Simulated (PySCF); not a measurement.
## Radial density of Br³⁺ (bromine, charge +3)

UHF, [Ar] 3d10 4s2 4p2, high-spin 3P determinant. Calculation: PySCF 2.14, in aug-cc-pwCVDZ-PP with ECP10MDF; a scalar-relativistic core potential. This is the valence pseudo-density: the core potential removes the inner electrons and smooths the orbitals near the nucleus.

```
r (bohr)  4πr²ρ (e/bohr)  4πr²(ρα − ρβ)
0.000635       2.399e-05         0.0000
 0.00107       6.776e-05         0.0000
 0.00180       0.0001909         0.0000
 0.00302       0.0005334         0.0000
 0.00508        0.001458         0.0000
 0.00855        0.003762         0.0000
  0.0144        0.008469         0.0000
  0.0242         0.01558         0.0000
  0.0407         0.03148         0.0000
  0.0684          0.1531         0.0002
   0.115           1.252         0.0010
   0.194           7.363         0.0254
   0.326           25.88         0.2212
   0.548           31.42         0.1277
   0.921           8.806         0.3286
    1.55           3.358         1.4453
    2.61          0.6623         0.4280
    4.38         0.01013         0.0080
    7.37       4.155e-05         0.0000
```

Energies and moments cover only the electrons outside the core potential.
